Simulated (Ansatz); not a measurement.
Reactions of `[NH2][Al]([F])[Br]`.

Calculated with Ansatz (gas phase, PBE0-D4/def2-TZVP geometries, no zero-point term in ΔE). CCSD(T)/CBS adds triple-zeta CCSD(T) − MP2 to the extrapolated MP2 energy (def2 sets, frozen cores). This one scheme is used for every species, atoms too. No spin–orbit coupling; open shells (•) take unrestricted orbitals. Spin–orbit coupling would lower the free atoms: a little for F; clearly for Br. For Br, Se outer-core shells are correlated without core-valence functions, so the limit isn't a true one: a few kJ/mol of doubt a bond, and 10 to 20 or more in all where bonds break to atoms. Scalar relativity is left out up to krypton. One conformer a species, not always the lowest.

```json
{"reaction": "`[NH2][Al]([F])[Br]` + HCl → `[NH2][Al]([Cl])[Br]` + H–F", "CCSD(T)/CBS(def2) (kJ/mol)": "18"}
{"reaction": "`[NH2][Al]([F])[Br]` + `F[SiH2]S[SiH3]` → `[F][Al]([F])[Br]` + `N[SiH2]S[SiH3]`", "CCSD(T)/CBS(def2) (kJ/mol)": "?"}
{"reaction": "`[NH2][Al]([F])[Br]` + H₂ → `[F][AlH][Br]` + NH₃", "CCSD(T)/CBS(def2) (kJ/mol)": "?"}
{"reaction": "`[NH2][Al]([F])[Br]` + H₂S → `[NH2][Al]([F])[SH]` + HBr", "CCSD(T)/CBS(def2) (kJ/mol)": "51"}
{"reaction": "`[NH2][Al]([F])[Br]` → `[NH2][Al][F]`• + Br•", "CCSD(T)/CBS(def2) (kJ/mol)": "462"}
{"reaction": "`[NH2][Al]([F])[Br]` + NH₃ → `[NH2][Al]([NH2])[Br]` + H–F", "CCSD(T)/CBS(def2) (kJ/mol)": "93"}
{"reaction": "`[NH2][Al]([F])[Br]` + `N[SiH]([SeH])Br` → `[NH2][Al]([Br])[Br]` + `N[SiH](F)[SeH]`", "CCSD(T)/CBS(def2) (kJ/mol)": "-23"}
{"reaction": "`[NH2][Al]([F])[Br]` + H–F → `[F][Al]([F])[Br]` + NH₃", "CCSD(T)/CBS(def2) (kJ/mol)": "-80"}
{"reaction": "`[NH2][Al]([F])[Br]` → `[NH2][Al][Br]`• + F•", "CCSD(T)/CBS(def2) (kJ/mol)": "?"}
{"reaction": "`[NH2][Al]([F])[Br]` + H₂S → `[F][Al]([SH])[Br]` + NH₃", "CCSD(T)/CBS(def2) (kJ/mol)": "-19"}
```

**Question.** Fill in the missing values. (Best estimate.)

**Answer.** The calculation gave: `[NH2][Al]([F])[Br]` + `F[SiH2]S[SiH3]` → `[F][Al]([F])[Br]` + `N[SiH2]S[SiH3]`: +1.3 kJ/mol; `[NH2][Al]([F])[Br]` + H₂ → `[F][AlH][Br]` + NH₃: +73.3 kJ/mol; `[NH2][Al]([F])[Br]` → `[NH2][Al][Br]`• + F•: +669.6 kJ/mol.

Largest T1 diagnostic: 0.014, for `[NH2][Al][F]`•.
